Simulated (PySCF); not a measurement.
O⁺: ionisation energy

O⁺ [He] 2s2 2p3 (4S) → O²⁺ [He] 2s2 2p2 (3P), as a difference of total energies. All numbers are calculated (PySCF 2.14, the non-relativistic Hamiltonian (point nucleus), in aug-cc-pVTZ with one added diffuse shell each of s, p, d, f type (6s5p4d3f, 62 functions)). Correlated levels: valence: 1s2 frozen. The calculations carry no spin-orbit coupling.

```json
{"method": "UHF", "ionisation energy (eV)": "34.567", "plus first-order spin-orbit estimate": "34.540", "error of that sum (eV)": "-0.581"}
{"method": "LDA", "ionisation energy (eV)": "35.571", "plus first-order spin-orbit estimate": "35.544", "error of that sum (eV)": "+0.423"}
{"method": "PBE", "ionisation energy (eV)": "35.271", "plus first-order spin-orbit estimate": "35.244", "error of that sum (eV)": "+0.123"}
{"method": "PBE0", "ionisation energy (eV)": "35.305", "plus first-order spin-orbit estimate": "35.278", "error of that sum (eV)": "+0.157"}
{"method": "r2SCAN", "ionisation energy (eV)": "35.473", "plus first-order spin-orbit estimate": "35.446", "error of that sum (eV)": "+0.325"}
{"method": "BP86", "ionisation energy (eV)": "35.270", "plus first-order spin-orbit estimate": "35.243", "error of that sum (eV)": "+0.122"}
{"method": "BLYP", "ionisation energy (eV)": "35.071", "plus first-order spin-orbit estimate": "35.044", "error of that sum (eV)": "-0.077"}
{"method": "PW91", "ionisation energy (eV)": "35.384", "plus first-order spin-orbit estimate": "35.357", "error of that sum (eV)": "+0.236"}
{"method": "CAM-B3LYP", "ionisation energy (eV)": "35.306", "plus first-order spin-orbit estimate": "35.279", "error of that sum (eV)": "+0.158"}
{"method": "MP2 (valence)", "ionisation energy (eV)": "35.197", "plus first-order spin-orbit estimate": "35.171", "error of that sum (eV)": "+0.050"}
{"method": "SCS-MP2 (valence)", "ionisation energy (eV)": "34.942", "plus first-order spin-orbit estimate": "34.915", "error of that sum (eV)": "-0.206"}
```

Reference: 35.121 eV (measured; NIST Atomic Spectra Database, ionization energies).

A first-order spin-orbit estimate (lowest level to lowest level, LS coupling) adds -0.027 eV.

Errors of the correlated levels include the incompleteness of this basis and the frozen core.
